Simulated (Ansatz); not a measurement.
Cd2S2. The state is a triplet with charge 0. Geometry r2SCAN-D4/def2-SVP; atoms count from 1.

```xyz
4

Cd    1.183   -0.823    2.210
Cd   -1.184    0.823   -2.210
S     0.878   -0.131   -0.519
S    -0.877    0.131    0.519
```

In the def2 sets Cd takes a core potential; there is no spin–orbit coupling. Another isomer (singlet) lies 0.06 eV lower at PBE-D4/def2-TZVP.

Problem. Estimate the Mulliken populations from the PBE0/def2-TZVP orbitals of Ansatz.

Solution. 
| atom | charge (e) | spin (α − β) | d electrons |
| --- | --- | --- | --- |
| Cd1 | 0.20 | 0.42 | 10.01 |
| Cd2 | 0.20 | 0.42 | 10.01 |
| S3 | -0.20 | 0.58 | – |
| S4 | -0.20 | 0.58 | – |
Mulliken values and Mayer orders depend strongly on the basis.

Problem. Where does the spin sit?

Solution. Summed by element: Cd 0.84, S 1.16, of 2 unpaired in all. Largest on single atoms: S3 0.58, S4 0.58, Cd2 0.42.

Problem. And the Mayer bond orders between bonded heavy atoms (over 0.3)?

Solution. S3–S4 1.54 (2.06 Å). Values over 0.3 also appear between atoms too far apart for a bond (Cd1–Cd2 0.35 at 5.28 Å); they arise where an orbital or an unpaired electron spreads over both atoms.
